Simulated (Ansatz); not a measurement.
`F[SiH](F)S` + Cl• → `F[SiH](F)[S]`• + HCl at 400 K and 1 bar (hydrogen abstraction from the S–H bond).

Gas-phase electronic energies from Ansatz, PBE0-D4/def2-TZVP geometries. CCSD(T)/CBS adds triple-zeta CCSD(T) − MP2 to the extrapolated MP2 energy (def2 sets, frozen cores). This one scheme is used for every species, atoms too. Open shells (•) are unrestricted, without spin–orbit coupling. Spin–orbit coupling would lower the free atoms: a little for Cl. One conformer a species, not always the lowest.

```csv
species,CCSD(T)/CBS energy (Eh),H − E (kJ/mol),S (J/(mol·K))
`F[SiH](F)S`,-887.80771,89.7,339.4
Cl•,-459.70966,8.3,174.4
`F[SiH](F)[S]`•,-887.15400,64.4,330.8
HCl,-460.38127,29.6,195.4
```

H − E and S are ideal-gas, rigid-rotor, harmonic terms from PBE0-D4/def2-TZVP, for one conformer and one mirror image of each species, with the whole ground term of open shells counted as degenerate. 1 Eh = 2625.50 kJ/mol, R = 8.31446 J/(mol·K).

Task: By hand: ΔE, ΔH, ΔS and ΔG.

Result: ΔE = (-887.15400) + (-460.38127) − (-887.80771) − (-459.70966) = -0.01790 Eh = -47.0 kJ/mol. Δ(H − E) = 64.4 + 29.6 − 89.7 − 8.3 = -4.0, so ΔH = -51.0 kJ/mol. ΔS = 330.8 + 195.4 − 339.4 − 174.4 = 12.4 J/(mol·K). ΔG = -51.0 − 400 × (12.4)/1000 = -56.0 kJ/mol.

Task: By hand: the equilibrium constant, and the temperature at which ΔG would vanish if ΔH and ΔS stayed fixed.

Result: log₁₀ K = −ΔG/(RT ln 10) = 7.3. ΔH and −TΔS have one sign here, so there is no such temperature.

The number of gas molecules stays the same, so ΔS is small and ΔH decides. A doubt of 5 kJ/mol in ΔE shifts log₁₀ K by 0.7 here. Other conformers and mirror images would add mixing entropy, several J/(mol·K) or more a flexible species. These are equilibria of isolated gas molecules and say nothing of rates. Largest T1 diagnostic: 0.013 (customary marks: 0.02 for closed shells, 0.045 for open ones).

ΔS is within the doubt of such terms, so its sign, and with it that verdict, could turn.
